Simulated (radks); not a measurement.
Values are calculated unless marked as measured or tabulated.
How relativity changes the ionisation of neutral rhenium ([Xe] 4f14 5d5 6s2) to Re+ ([Xe] 4f14 5d5 6s1). Spin-unpolarised spherical Kohn-Sham, LDA (Slater exchange, Perdew-Wang correlation), point nucleus unless stated (finite: rms radius 5.3698 fm), a radial shooting solver on a logarithmic mesh with Libxc functionals. A level marked "c x" has the speed of light scaled by that factor and shares open shells by 2j + 1; other Dirac levels either fill j = l - 1/2 first or share by 2j + 1.

non-rel.: E(Re) (hartree) -15780.2045; E(Re+) (hartree) -15779.9054; IE (eV) 8.140; HOMO 6s; <r> HOMO (bohr) 3.402
scalar-rel.: E(Re) (hartree) -16682.6027; E(Re+) (hartree) -16682.2533; IE (eV) 9.508; HOMO 5d; <r> HOMO (bohr) 1.930
scalar-rel., finite nucleus: E(Re) (hartree) -16679.8189; E(Re+) (hartree) -16679.4696; IE (eV) 9.504; HOMO 5d; <r> HOMO (bohr) 1.930
Dirac, 2j+1 shares: E(Re) (hartree) -16708.1145; E(Re+) (hartree) -16707.7650; IE (eV) 9.512; HOMO 5d5/2; <r> HOMO (bohr) 1.970
Dirac, low j first: E(Re) (hartree) -16708.1794; E(Re+) (hartree) -16707.8333; IE (eV) 9.420; HOMO 5d5/2; <r> HOMO (bohr) 1.988
Dirac, 2j+1 shares, finite nucleus: E(Re) (hartree) -16705.3037; E(Re+) (hartree) -16704.9542; IE (eV) 9.509; HOMO 5d5/2; <r> HOMO (bohr) 1.970
Dirac, c x 1.5: E(Re) (hartree) -16156.0648; E(Re+) (hartree) -16155.7466; IE (eV) 8.658; HOMO 6s1/2; <r> HOMO (bohr) 3.256
Dirac, c x 2: E(Re) (hartree) -15985.5251; E(Re+) (hartree) -15985.2158; IE (eV) 8.417; HOMO 6s1/2; <r> HOMO (bohr) 3.322
Dirac, c x 5: E(Re) (hartree) -15812.0823; E(Re+) (hartree) -15811.7816; IE (eV) 8.182; HOMO 6s1/2; <r> HOMO (bohr) 3.390

NIST Atomic Spectra Database: 7.834 eV (measured). The relativistic part of the total energy of Re is -925.1 hartree (Dirac, 2j+1 shares, finite nucleus), 5.9 % of the non-relativistic value. Spin polarisation and multiplet splitting of open shells are left out at every level.

Beside tabulated values, note that relativity, absent from the non-relativistic runs, is large for the heavy elements, and spin-unpolarised runs miss the spin-polarisation part of the exchange energy of open shells.
